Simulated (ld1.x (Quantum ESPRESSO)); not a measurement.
**Se: variants of one TM potential**

Base potential:

selenium, norm-conserving Troullier–Martins (Kleinman–Bylander form), made with ld1.x (Quantum ESPRESSO) 7.5 (revPBE, fully relativistic). Core [Ar] 3d10, reference 4s2 4p4. Waves: 4s (bound): rc 1.55 bohr; 4p (bound): rc 2.00 bohr. Local part: all-electron potential smoothed inside 1.80 bohr (lloc = -2). Core correction: a·sin(br)/r model core inside 1.40 bohr.

Open shells are filled in proportion to 2j + 1 (rel_dist='average').

Cutoffs, loose and tight: the cutoffs (Ry, on a coarse ladder) from which the occupation-weighted sum of valence levels, in a spherical-Bessel basis at the reference potential, stays within 10 and 1 mRy of its value at 400 Ry. They do not see the model core or the augmentation charge, which bear on the density cutoff. Test errors are all-electron minus pseudo excitation energies from the reference, over the configurations 4s2 4p3; 4s2 4p2; 4s2 4p1; 4s2 4p0; 4s2 4p3.5; 4s1 4p5; 4s1 4p4. A dash means not determined; rows that change the core or the reference have their own tests. The largest error is taken over the tests solved by every variant that gives reliable tests at all: 4s1 4p4; 4s1 4p5; 4s2 4p0; 4s2 4p2; 4s2 4p3; 4s2 4p3.5.

A true bound ghost makes a file unfit for plane-wave use even where its test errors are small: the radial tests pick states by their node count and pass the ghost by. Where a test does run into it, the solver fails or the error is huge.

```csv
change,outcome,"cutoff, loose","cutoff, tight",bound ghosts,largest test error (meV)
base,generated,40 Ry,55 Ry,none,-231
"all radii but the core radius scaled by about 0.80 (s 1.24, p 1.60 bohr); local potential all-electron potential smoothed inside 1.44 bohr (lloc = -2)",generated,50 Ry,110 Ry,none,-164
"all radii but the core radius scaled by about 0.86 (s 1.34, p 1.72 bohr); local potential all-electron potential smoothed inside 1.56 bohr (lloc = -2)",generated,40 Ry,80 Ry,none,-181
"all radii but the core radius scaled by about 1.03 (s 1.60, p 2.06 bohr); local potential all-electron potential smoothed inside 1.86 bohr (lloc = -2)",generated,35 Ry,50 Ry,none,-247
"all radii but the core radius scaled by about 1.16 (s 1.80, p 2.32 bohr); local potential all-electron potential smoothed inside 2.10 bohr (lloc = -2)",generated,30 Ry,45 Ry,p1/2,-400
"all radii but the core radius scaled by about 1.23 (s 1.90, p 2.46 bohr); local potential all-electron potential smoothed inside 2.22 bohr (lloc = -2)",generated,30 Ry,40 Ry,none,-547
```

(1) What comes out with this change to the base: all radii but the core radius scaled by about 1.37 (s 2.12, p 2.74 bohr); local potential all-electron potential smoothed inside 2.48 bohr (lloc = -2)?

Answers

(1) outcome: generated; cutoff, loose: 15 Ry; cutoff, tight: 35 Ry; bound ghosts: none; largest test error (meV): +1117.

Reading the sweep of the scale of all radii but the core radius (base = 1) (base included, trends over the rows without a ghost): The loose cutoff falls from 50 Ry at 0.8 to 15 Ry at 1.37. A larger radius leaves more room for a smooth pseudo-wave, so fewer plane waves are needed; a smaller one forces it to follow the all-electron wave where it bends sharply. The median size of the test errors (rows with all tests solved) rises from 8.0 meV at 0.8 to 25.3 meV at 1.37, with one reversal. More of the atom is replaced by a form fitted at one configuration, so other configurations suffer as the radius grows. Bound ghosts are found at 1.16.
